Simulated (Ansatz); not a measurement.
The same path of BF3 + ClH (6 atoms, charge 0, multiplicity 1) was run 3 times with different band settings. Lost on the way: B1–F2, Cl5–H6. Made: B1–Cl5, F2–H6.

The calculation used Ansatz, RKS B3LYP-D4/def2-SVP.

Relaxed end points:

```xyz
6
Properties=species:S:1:pos:R:3
B -0.004 0.310 -0.058
F -0.003 0.574 1.236
F 1.133 0.260 -0.714
F -1.145 0.190 -0.698
Cl 0.090 -2.556 0.904
H 0.067 -1.893 2.012
```

```xyz
6
Properties=species:S:1:pos:R:3
B 0.018 -0.476 -0.345
F 0.010 0.099 1.930
F 1.136 0.163 -0.594
F -1.140 0.094 -0.584
Cl 0.072 -2.207 0.058
H 0.041 -0.786 2.217
```

Common settings: spring 5.0 eV/Å²; optimiser quadratic models (default); force threshold 0.05 eV/Å; iteration limit 60; end points relaxed.

| run | movable images | climbing image | start path |
| --- | --- | --- | --- |
| 1 | 5 | yes | through a guess of the saddle point |
| 2 | 5 | yes | straight line |
| 3 | 8 | no | through a guess of the saddle point |

(1) What does each run give, and how far can it be trusted?

Answers

(1) Run 1: converged after 12 iterations, highest image 1.212 eV above the first end. A vibrational analysis at the climbing image gives one clearly imaginary mode, 887i cm⁻¹: a first-order saddle point.
Run 2: converged after 10 iterations, highest image 1.212 eV above the first end. Another band between the same ends (5 images) ends at a top of the same energy, where a vibrational analysis finds 1 clearly imaginary mode.
Run 3: converged after 8 iterations, highest image 1.177 eV above the first end. No image climbed, so the highest image needn't sit at the top of the path.
The orbitals stay closed-shell, which can raise the energy where a bond breaks towards radicals; this wasn't checked here.
